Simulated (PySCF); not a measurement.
Compound: (Cl2In-mu-NH2)2.
Bonds: In1–Cl2, In1–Cl3, In1–N4, In1–N8, N4–In5, In5–Cl6, In5–Cl7, In5–N8. Hydrogens: H9, H10 on N4; H11, H12 on N8.

Level of theory: PBE0-D3(BJ)/def2-SVP geometry optimisation, gas phase, def2 core potentials past Kr in PySCF 2.14.0.

(1) What internal coordinates does the optimisation give?

## Answers

(1) 
| bond | length (pm) |
| --- | --- |
| In1–Cl2 and 3 like bonds | 233.6 |
| In1–N4 and 3 like bonds | 219.6 |
| N4–H9 and 3 like bonds | 102.2 |

Bonds in one row agree within 1 pm and their mean is given. A selection of angles:
| angle | degrees |
| --- | --- |
| Cl2–In1–Cl3 | 120.3 |
| Cl2–In1–N4 | 111.5 |
| N4–In1–N8 | 84.3 |
| In1–N4–In5 | 95.6 |
| H9–N4–In1 | 113.3 |
| H9–N4–In5 | 113.0 |
| H10–N4–In1 | 113.7 |
| H10–N4–In5 | 114.2 |

Dihedral angles: Cl2–In1–N4–In5 -110° (anticlinal); Cl2–In1–N8–In5 111° (anticlinal); In1–N4–In5–Cl6 -111° (anticlinal); N4–In5–N8–In1 0° (synperiplanar).

All 4 In–N bonds measure 2.195 to 2.197 Å. In1 (indium bonded to 2 Cl and 2 N) has angles from 84.3° to 120.3°. All 4 Cl–In bonds measure 2.335 to 2.337 Å. N4 (nitrogen bonded to 2 In and 2 H) has angles from 95.6° to 114.2°.

Point group: D2h (tolerance 0.08 Å). No PBE0-D3(BJ)/def2-SVP frequencies stand behind this structure, so it isn't proved a minimum. The numbers are those of one conformer.

On one thread of an Intel Xeon Platinum 8488C, shared host with 192 logical CPUs at a one-minute load of 80, this took 3.7 min wall and 0.86 GiB of memory at its peak. That covers the optimisation of the geometry.
